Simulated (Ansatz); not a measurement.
Program: Ansatz. Geometries: PBE0-D4/def2-TZVP. ΔE: electronic, gas phase. CCSD(T)/CBS is the MP2 limit (def2-TZVPP, def2-QZVPP) plus CCSD(T) − MP2 in def2-TZVPP, frozen cores. This one scheme is used for every species. For Ge outer-core shells are correlated without core-valence functions, which leaves a few kJ/mol of doubt a bond. Scalar relativity is left out up to krypton. One conformer a species, not always the lowest.

Reaction (ligand exchange at a Ge–C bond): `[BH2][GeH2][C](C)=N` + PH₃ → `[BH2][GeH2][PH2]` + `CC=N`

```tsv
species	CCSD(T)/CBS(def2) energy (Eh)
`[BH2][GeH2][C](C)=N`	-2236.46724
PH₃	-342.72256
`[BH2][GeH2][PH2]`	-2445.41219
`CC=N`	-133.79309
```

(1) Work out ΔE.

Largest T1 diagnostic among the species: 0.014.

Answers

(1) ΔE = (-2445.41219) + (-133.79309) − (-2236.46724) − (-342.72256) = -0.01548 Eh = -0.42 eV.

The D4 term adds +0.04 eV with B3LYP and +0.02 eV with PBE0; it sums over pairs of atoms, weighted by their polarisabilities, and B3LYP, whose exchange is more repulsive, gets the larger term. From PBE to PBE0 (25 % exact exchange), in def2-TZVPP and without D4, ΔE moves by −0.05 eV. In def2-TZVPP, CCSD(T) changes the Hartree–Fock value by +0.11 eV (the triples alone add +0.02 eV) and MP2 by +0.10 eV.

B3LYP here is the variant with VWN-RPA as its local correlation; programs differ in this.
